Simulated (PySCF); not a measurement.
Compound: C5H6ClNO.
SMILES with atom numbers: `[NH2:1]/[CH:2]=[C:3]([Cl:4])\[CH:5]=[CH:6]\[CH:7]=[O:8]` (hydrogens: H9, H10 on N1; H11 on C2; H12 on C5; H13 on C6; H14 on C7)

Computed by this run: HF/def2-SV(P) geometry optimisation, gas phase (PySCF 2.14.0); density fitting; the optimiser is geomeTRIC in internal coordinates, started from a GFN2-xTB structure.

Step 0: E = -21257.0759 eV
```
atom  x, y, z in Å  |  force x, y, z in eV/Å
N1     -2.3782    0.3161   -0.9923   -0.036   0.104  -0.304
C2     -2.0147    0.2930    0.3138    0.782  -0.285   0.031
C3     -0.7638    0.0895    0.7988   -1.553   0.302   0.413
Cl4    -0.6156    0.0221    2.5351   -0.009  -0.004   0.356
C5      0.4249   -0.0692    0.0307    1.390  -0.238  -0.225
C6      1.6652   -0.2935    0.5111   -0.951   0.131   0.358
C7      2.8072   -0.4310   -0.3639    2.164  -0.331  -0.347
O8      3.9460   -0.6311   -0.0101   -2.022   0.352  -0.573
H9     -1.6683    0.3484   -1.7035   -0.416   0.047   0.114
H10    -3.2845    0.6727   -1.2359    0.298  -0.061  -0.003
H11    -2.8309    0.3973    1.0149    0.023   0.034   0.006
H12     0.3023    0.0006   -1.0444    0.074  -0.008  -0.064
H13     1.8493   -0.3800    1.5715    0.007   0.007   0.049
H14     2.5608   -0.3355   -1.4437    0.248  -0.050   0.187
```

Step 1: E = -21257.1416 eV
```
atom  x, y, z in Å  |  force x, y, z in eV/Å
N1     -2.3122    0.3192   -1.0268   -0.003  -0.045  -0.059
C2     -1.9918    0.2807    0.2955   -0.228  -0.007   0.191
C3     -0.7954    0.0780    0.8686    0.225  -0.002  -0.089
Cl4    -0.7135    0.0211    2.6179   -0.022  -0.001  -0.070
C5      0.4417   -0.0939    0.1252   -0.223   0.051  -0.069
C6      1.6800   -0.2993    0.5734    0.226  -0.031  -0.063
C7      2.7680   -0.4221   -0.4151   -0.482   0.127  -0.295
O8      3.9161   -0.5767   -0.1901    0.415  -0.094   0.337
H9     -1.6127    0.3561   -1.7373    0.049   0.021   0.022
H10    -3.2013    0.6920   -1.2850   -0.010   0.016   0.022
H11    -2.8471    0.3970    0.9487    0.030   0.013  -0.008
H12     0.3220   -0.0368   -0.9532    0.005  -0.022   0.036
H13     1.9269   -0.3711    1.6220    0.006  -0.008   0.083
H14     2.4192   -0.3448   -1.4619    0.013  -0.018  -0.037
```

Step 2: E = -21257.1501 eV
```
atom  x, y, z in Å  |  force x, y, z in eV/Å
N1     -2.3811    0.3271   -0.9937   -0.043  -0.056  -0.075
C2     -2.0073    0.2822    0.3144    0.021  -0.035   0.027
C3     -0.7788    0.0784    0.8175   -0.209   0.066  -0.082
Cl4    -0.6391    0.0144    2.5614    0.035  -0.013   0.054
C5      0.4305   -0.0885    0.0296    0.157  -0.015   0.136
C6      1.6622   -0.2926    0.5036   -0.076   0.012  -0.133
C7      2.8284   -0.4334   -0.3873   -0.318   0.077   0.308
O8      3.9300   -0.5887    0.0189    0.235  -0.050  -0.244
H9     -1.7015    0.3728   -1.7232   -0.008   0.035  -0.005
H10    -3.2796    0.7003   -1.2169    0.010   0.024   0.003
H11    -2.8292    0.3922    1.0094    0.024   0.010  -0.015
H12     0.3020   -0.0327   -1.0471   -0.001  -0.017   0.003
H13     1.8536   -0.3550    1.5660    0.065  -0.012  -0.020
H14     2.6097   -0.3769   -1.4707    0.109  -0.026   0.045
```

**Question.** Estimate the geometry and energy of step 3. (The exact step hangs on the optimiser's Hessian estimate; all steps are aligned on step 2, rigid shifts and turns removed.)

**Answer.** E = -21257.1579 eV, largest force 0.275 eV/Å
```
atom  x, y, z in Å  |  force x, y, z in eV/Å
N1     -2.3701    0.3219   -1.0060    0.075  -0.087   0.004
C2     -2.0143    0.2747    0.3080    0.008   0.028  -0.040
C3     -0.7917    0.0821    0.8308   -0.013   0.000   0.045
Cl4    -0.6798    0.0207    2.5774    0.057  -0.014   0.054
C5      0.4340   -0.0847    0.0665    0.084  -0.017  -0.146
C6      1.6742   -0.2858    0.5210    0.048   0.016   0.271
C7      2.8212   -0.4304   -0.3923   -0.111  -0.062  -0.233
O8      3.9466   -0.6012   -0.0594   -0.118   0.038   0.110
H9     -1.6710    0.3886   -1.7154   -0.049   0.038  -0.055
H10    -3.2642    0.6980   -1.2416    0.008   0.028   0.003
H11    -2.8459    0.3815    0.9909    0.012  -0.006   0.010
H12     0.3065   -0.0386   -1.0105    0.001   0.000  -0.036
H13     1.8894   -0.3489    1.5791    0.002   0.005   0.021
H14     2.5648   -0.3784   -1.4666   -0.003   0.033  -0.007
```

The energy changes by -0.0078 eV. The first-order estimate −F·Δx gives -0.0265 eV and the mean of the old and new forces, exact on a quadratic surface, -0.0077 eV. The step makes an angle of 74° with the force vector and moves no atom by more than 0.081 Å.

The cost below is that of the whole optimisation. On an Arm Neoverse V2 with one thread, shared host with 192 logical CPUs at a one-minute load of 82, this took 46 s and 0.52 GiB of memory at its peak.
